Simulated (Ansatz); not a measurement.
C2H7NSi2, SMILES `NC#C[SiH2][SiH3]` from Hartree–Fock to CCSD(T)

Cartesian coordinates in Å:
```
N 2.102 -2.021 1.378
C 1.511 -1.050 0.682
C 0.983 -0.133 0.088
Si 0.118 1.197 -0.771
Si -2.181 0.895 -0.457
H 3.050 -2.246 1.122
H 1.538 -2.829 1.591
H 0.429 1.180 -2.228
H 0.525 2.528 -0.241
H -2.516 0.937 0.992
H -2.608 -0.422 -1.004
H -2.951 1.964 -1.152
```

Charge 0, multiplicity 1. The structure was optimised at the PBE0-D4/def2-TZVP level. It is one conformer, not always the lowest. Frozen core, restricted reference, Ansatz 0.2.0. CBS rows extrapolate triple and quadruple zeta; past MP2 they add the triple-zeta difference.

| basis | HF (Eh) | MP2 corr. |
| --- | --- | --- |
| def2-SVP | -711.78303 | -0.61416 |
| def2-TZVPP | -712.14156 | -0.75856 |
| def2-QZVPP | -712.16510 | -0.81136 |

**Question.** Estimate the CCSD correlation energy and the (T) correction in each basis where they were run (hartree).

**Answer.** 
```
     basis  CCSD corr.       (T)
  def2-SVP    -0.67305  -0.02356
def2-TZVPP    -0.81009  -0.03623
 CBS(def2)    -0.90200     as TZ
```
